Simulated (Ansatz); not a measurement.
Reading a saddle point

A first-order saddle point of CH3BrCl (charge -1), singlet, PBE0-D4/def2-TZVPD, with one imaginary mode of 381i cm⁻¹:

Cl1  (-2.244, -0.543, 0.449)
C2  (0.009, 0.002, -0.002)
Br3  (2.300, 0.556, -0.460)
H4  (-0.131, -0.379, -0.994)
H5  (-0.229, 1.025, 0.216)
H6  (0.294, -0.661, 0.791)
(Å)

Program: Ansatz 0.2.0. Basis: def2-TZVPPD and def2-QZVPPD. Cores are frozen in the correlated methods. Filled d shells of the heavier atoms are correlated. The def2 sets are not built for correlating such inner shells, so the correlated values are less sure here. Extrapolation: Hartree–Fock as exp(−7.88 √X), correlation as X^−2.97.

Which contacts change along the imaginary mode, and what lies on either side? (Judge from chemistry; the calculation decides.)

Computed: The step is [CH₃Cl ([CH3][Cl]) + Br]⁻ → [CH₃Br ([CH3][Br]) + Cl]⁻, with the molecules in contact on both sides. Shortening one way: C2–Br3; lengthening the same way: Cl1–C2.
| pair | one side (Å) | saddle (Å) | other side (Å) |
| --- | --- | --- | --- |
| C2–Br3 | 3.32 | 2.40 | 1.98 |
| Cl1–C2 | 1.81 | 2.36 | 3.07 |

Which side is lower, and how far does the saddle lie above each? (To be estimated.)

By the calculation: The side with Cl1–C2 short is lower by 26.4 kJ/mol; the saddle lies 64.5 kJ/mol above it and 38.0 kJ/mol above the other (CCSD(T) at an estimated basis limit (MP2 extrapolated from triple and quadruple zeta, plus CCSD(T) − MP2 in triple zeta); electronic energies).

The T1 diagnostic stays at or below 0.015.

Labels in which every atom is bracketed show which atoms are joined, not bond orders.

For scale, one of the runs: CCSD(T)/def2-TZVPPD, 196 basis functions, launched by `ansatz run in.yaml --threads 4 --pin off --events-out ev --progress --plain --max-ram 9574MiB`. Time: 45 s of wall clock on 4 CPU threads of an Arm Neoverse V2; the host was shared. Peak host memory: 2.3 GiB.
